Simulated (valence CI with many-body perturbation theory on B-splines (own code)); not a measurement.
# Forbidden lines of Pm56+

Calculated by relativistic CI+MBPT: three valence electrons over a frozen Dirac-Fock core [He], a basis of 11 s, 11 p, 10 d, 8 f, 5 g, 2 h functions for each j, with the one-electron correlation potential Σ1 (screened to all orders), the two-electron term Σ2, the three-electron term Σ3, Breit, model QED; selected single and double excitations, second order for the rest, scaled by the run's own slope (own B-spline code, finite nucleus).

No measured spectrum was set against this ion. As an estimate, large intervals hold to a few tenths of a per cent, small ones and those within an open d or f shell to about a per cent.

Lines 1 to 38 of 38 in falling wavelength, among levels below 79635 × 10³ cm⁻¹, chosen from the decays that carry over 1 % of a level's rate. Wavelengths and rates use the calculated energies. Electric multipoles are in the length gauge, E1 and E2 with the static RPA response of the core. Weak lines are less certain than strong ones. Lines between different terms over intervals too small for the method are left out, as are lines whose strength nearly cancels. The highest levels of a list are the least certain.

Levels are named by their leading jj configuration (3d3/2^4 stands for four electrons in 3d with j = 3/2), which in mixed levels can hold well under half, so a name can repeat and another be missing. Letters in brackets count levels of one name in rising energy.

```tsv
λ vac (Å)	Upper	Lower	Type	A (s⁻¹)	Branch %
22.38	(2s 2p1/2 2p3/2) J=3/2 [a]	(2s 2p1/2^2) J=1/2	M1	1.08e+09	7.8
21.47	(2s 2p3/2 3d5/2) J=9/2	(2s 2p1/2 3d5/2) J=7/2	M1	1.03e+09	2.8
20.21	(2s^2 2p3/2) J=3/2	(2s^2 2p1/2) J=1/2	M1	1.05e+09	25.6
1.977	(2s^2 3p1/2) J=1/2	(2s^2 2p3/2) J=3/2	E2	9.39e+11	20.3
1.958	(2s 2p3/2 3p3/2) J=7/2	(2s 2p3/2^2) J=3/2	E2	2.58e+10	2.1
1.931	(2s 2p3/2 3p3/2) J=7/2	(2s 2p3/2^2) J=5/2	E2	3.09e+11	25.7
1.928	(2s 2p3/2 3p3/2) J=1/2 [b]	(2s 2p3/2^2) J=3/2	E2	5.38e+11	8.0
1.926	(2s 2p1/2 3p3/2) J=5/2	(2s 2p1/2 2p3/2) J=5/2	E2	2.57e+11	1.5
1.921	(2s^2 3p3/2) J=3/2	(2s^2 2p3/2) J=3/2	E2	4.62e+11	4.9
1.904	(2s 2p3/2 3d5/2) J=9/2	(2s 2p3/2^2) J=5/2	M2	1.74e+10	46.5
1.904	(2s 2p3/2 3d5/2) J=9/2	(2s 2p3/2^2) J=5/2	E3	9.85e+08	2.6
1.902	(2s 2p3/2 3p3/2) J=1/2 [b]	(2s 2p3/2^2) J=5/2	E2	1.88e+11	2.8
1.767	(2s 2p3/2 3p3/2) J=7/2	(2s 2p1/2 2p3/2) J=5/2	E2	2.47e+11	20.6
1.765	(2s 2p1/2 3p3/2) J=5/2	(2s 2p1/2^2) J=1/2	E2	5.13e+11	2.9
1.758	(2s 2p3/2 3p3/2) J=7/2	(2s 2p1/2 2p3/2) J=3/2 [a]	E2	3.80e+11	31.6
1.757	(2s 2p3/2 3p3/2) J=1/2 [b]	(2s 2p1/2 2p3/2) J=3/2 [b]	E2	5.40e+11	8.0
1.754	(2s^2 3p3/2) J=3/2	(2s^2 2p1/2) J=1/2	E2	5.54e+11	5.8
1.744	(2s 2p3/2 3d5/2) J=9/2	(2s 2p1/2 2p3/2) J=5/2	M2	5.13e+09	13.7
1.744	(2s 2p3/2 3d5/2) J=9/2	(2s 2p1/2 2p3/2) J=5/2	E3	8.95e+08	2.4
1.735	(2s 2p3/2 3d5/2) J=9/2	(2s 2p1/2 2p3/2) J=3/2 [a]	E3	1.71e+09	4.6
1.717	(2p1/2 2p3/2 3d3/2) J=5/2 [a]	(2s 2p1/2 2p3/2) J=1/2	E2	8.41e+11	1.0
1.714	(2p1/2 2p3/2 3d3/2) J=7/2	(2s 2p1/2 2p3/2) J=3/2 [b]	E2	1.04e+12	12.6
1.706	(2p3/2^2 3d5/2) J=7/2	(2s 2p3/2^2) J=3/2	E2	1.11e+12	18.5
1.703	(2p1/2^2 3d3/2) J=3/2	(2s 2p1/2^2) J=1/2	E2	2.66e+12	2.0
1.701	(2p1/2 2p3/2 3d3/2) J=7/2	(2s 2p1/2 2p3/2) J=5/2	E2	1.32e+12	16.0
1.696	(2p1/2 2p3/2 3d3/2) J=5/2 [a]	(2s 2p1/2 2p3/2) J=3/2 [a]	E2	1.27e+12	1.5
1.695	(2p1/2 2p3/2 3d3/2) J=1/2 [a]	(2s 2p1/2 2p3/2) J=3/2 [a]	E2	2.43e+12	2.1
1.692	(2p1/2 2p3/2 3d3/2) J=7/2	(2s 2p1/2 2p3/2) J=3/2 [a]	E2	3.13e+11	3.8
1.689	(2p1/2 2p3/2 3d5/2) J=9/2	(2s 2p1/2 2p3/2) J=5/2	E2	2.78e+12	71.6
1.686	(2p3/2^2 3d5/2) J=7/2	(2s 2p3/2^2) J=5/2	E2	1.63e+12	27.2
1.686	(2p3/2^2 3d5/2) J=9/2	(2s 2p3/2^2) J=5/2	E2	2.81e+12	54.2
1.685	(2p1/2 2p3/2 3d5/2) J=7/2 [a]	(2s 2p1/2 2p3/2) J=3/2 [a]	E2	2.44e+12	9.4
1.431	(2p1/2^2 4f7/2) J=7/2	(2p1/2^2 2p3/2) J=3/2	E2	2.06e+12	1.4
1.421	(2s 2p1/2 4f7/2) J=9/2	(2s 2p1/2 2p3/2) J=5/2	E2	2.02e+12	1.4
1.420	(2s 2p1/2 4f7/2) J=7/2 [a]	(2s 2p1/2 2p3/2) J=3/2 [a]	E2	1.50e+12	1.0
1.418	(2s^2 4f7/2) J=7/2	(2s^2 2p3/2) J=3/2	E2	2.05e+12	1.4
1.333	(2s 2p1/2 4f5/2) J=3/2	(2s 2p1/2^2) J=1/2	E2	2.04e+12	1.3
1.326	(2s^2 4f5/2) J=5/2	(2s^2 2p1/2) J=1/2	E2	1.58e+12	1.0
```
